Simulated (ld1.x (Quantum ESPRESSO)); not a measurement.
**Ranking TM potentials for silicon**

All share these settings but for the change named:

silicon (Si), norm-conserving Troullier–Martins (Kleinman–Bylander form), made with ld1.x (Quantum ESPRESSO) 7.5 (LDA (PZ), scalar-relativistic). Core [Ne], reference 3s2 3p1.75 (charge +0.25). Waves: 3p (bound): rc 1.90 bohr; 3d channel at -0.1 Ry: rc 1.65 bohr; 3s (bound): rc 1.85 bohr. Local part: the s channel. Core correction: none.

Cutoff: the first of the cutoffs (Ry, on a coarse ladder) from which the occupation-weighted sum of valence levels, in a spherical-Bessel basis at the reference potential, stays within 10 and 1 mRy of its value at 400 Ry; the density cutoff is not measured.

The base gives 15 Ry.

Of 7 variants that were run, those that failed, showed a ghost or another fault, or gave nearly equal values are left out.

A variant can come out equal or close to the base.

**Question.** Rank these variants from softest to hardest (loose cutoff).
A. all radii scaled by about 0.96 (s 1.78, p 1.82, d 1.58 bohr)
B. all radii scaled by about 1.19 (s 2.20, p 2.26, d 1.96 bohr)
C. all radii scaled by about 0.76 (s 1.40, p 1.44, d 1.26 bohr)
D. all radii scaled by about 0.84 (s 1.56, p 1.60, d 1.40 bohr)
E. all radii scaled by about 1.39 (s 2.56, p 2.64, d 2.28 bohr)

**Answer.** E (10 Ry), B (12 Ry), A (15 Ry), D (25 Ry), C (45 Ry).
